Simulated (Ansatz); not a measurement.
`[NH2][Zr]([NH2])([NH2])[NH2]`, 13 atoms. Total charge 0; spin multiplicity 1. Correlated methods include outer-core shells of Zr, which these sets cover unevenly. Zr takes the def2 core potential. Hardware: A = 2 threads of an AMD EPYC 7R13 on a shared host and a share of an NVIDIA H100 80 GB; B = 2 threads of an AMD EPYC 7R13 on a shared host. Correlated methods freeze the cores. Open-shell runs search over several starts.

Give the basis size and wall time and peak host memory of each of these runs in Ansatz. RKS BHLYP-D4/def2-TZVPP energy [A]; RKS B3LYP-D4/def2-TZVPP energy and forces [A]; RKS ωB97M-V/def2-SVP energy [B]; direct RPA on PBE orbitals/def2-TZVPP energy [A]; UKS r2SCAN-D4/def2-TZVPP energy of the cation [A]; RHF-MP2/def2-QZVPP energy [A]; UKS PBE0-D4/def2-TZVPP energy of the cation [A]; RKS ωB97M-V/def2-QZVPP energy [A]; UHF-CCSD(T)/def2-TZVPP energy of the cation [A]; RKS r2SCAN-D4/def2-TZVPP energy and forces [A]; RHF-CCSD(T)/def2-SVP energy [A]; UKS B3LYP-D4/def2-TZVPP energy of the cation [A]. (An estimate is asked.)

Computed: Other jobs shared the machine, so times are rough.

| level | job | functions | wall time | peak host memory (GiB) |
| --- | --- | --- | --- | --- |
| direct RPA on PBE orbitals/def2-TZVPP | energy [A] | 292 | 3.7 s | 1.3 |
| RHF-CCSD(T)/def2-SVP | energy [A] | 127 | 4.2 s | 0.78 |
| RKS r2SCAN-D4/def2-TZVPP | energy and forces [A] | 292 | 4.3 s | 0.85 |
| RHF-MP2/def2-QZVPP | energy [A] | 549 | 4.6 s | 1.1 |
| RKS B3LYP-D4/def2-TZVPP | energy and forces [A] | 292 | 4.6 s | 0.87 |
| RKS BHLYP-D4/def2-TZVPP | energy [A] | 292 | 5.5 s | 0.83 |
| RKS ωB97M-V/def2-QZVPP | energy [A] | 549 | 6.5 s | 1.2 |
| UKS PBE0-D4/def2-TZVPP | energy of the cation [A] | 292 | 8 s | 0.91 |
| RKS ωB97M-V/def2-SVP | energy [B] | 127 | 9.6 s | 0.45 |
| UKS r2SCAN-D4/def2-TZVPP | energy of the cation [A] | 292 | 14 s | 1 |
| UKS B3LYP-D4/def2-TZVPP | energy of the cation [A] | 292 | 18 s | 0.92 |
| UHF-CCSD(T)/def2-TZVPP | energy of the cation [A] | 292 | 34 s | 1.2 |

B3LYP here is the variant with VWN-RPA as its local correlation; programs differ in this.
